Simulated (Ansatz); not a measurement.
CH8N2Si (`NCN[SiH3]`). The species carries charge 0 and has multiplicity 1. All single points use the PBE0-D4/def2-TZVP geometry. It is one conformer, not always the lowest.

```xyz
12

N     1.386   -1.131    1.041
C     0.923   -0.297   -0.048
N    -0.219    0.463    0.383
Si   -1.538    0.895   -0.623
H     2.258   -1.589    0.805
H     0.699   -1.843    1.256
H     0.619   -0.855   -0.949
H     1.767    0.342   -0.345
H    -0.042    0.979    1.232
H    -1.236    1.907   -1.680
H    -2.599    1.456    0.253
H    -2.019   -0.326   -1.326
```

Question: What is the dipole moment at r2SCAN/def2-TZVPP? (Best estimate.)

Answer: Ansatz gave: 1.31 D, with components (0.99, -0.85, -0.13) D in this frame, pointing from negative to positive charge.

Question: And with PBE, B3LYP, ωB97M-V? (Best estimate.)

Answer: The calculation gave: PBE 1.30 D, B3LYP 1.27 D, ωB97M-V 1.28 D.

Question: Give the Mulliken charges with r2SCAN, ωB97M-V, PBE in def2-TZVPP. (Estimate.)

Answer: Ansatz gave: 
| atom | r2SCAN | ωB97M-V | PBE |
| --- | --- | --- | --- |
| N1 | -0.37 | -0.29 | -0.34 |
| C2 | 0.15 | -0.01 | 0.00 |
| N3 | -0.35 | -0.30 | -0.25 |
| Si4 | 0.36 | 0.24 | 0.25 |
| H5 | 0.13 | 0.10 | 0.13 |
| H6 | 0.14 | 0.11 | 0.14 |
| H7 | 0.03 | 0.09 | 0.07 |
| H8 | 0.04 | 0.11 | 0.08 |
| H9 | 0.14 | 0.10 | 0.13 |
| H10 | -0.10 | -0.06 | -0.08 |
| H11 | -0.08 | -0.03 | -0.06 |
| H12 | -0.09 | -0.04 | -0.07 |

B3LYP here is the variant with VWN-RPA as its local correlation; programs differ in this.
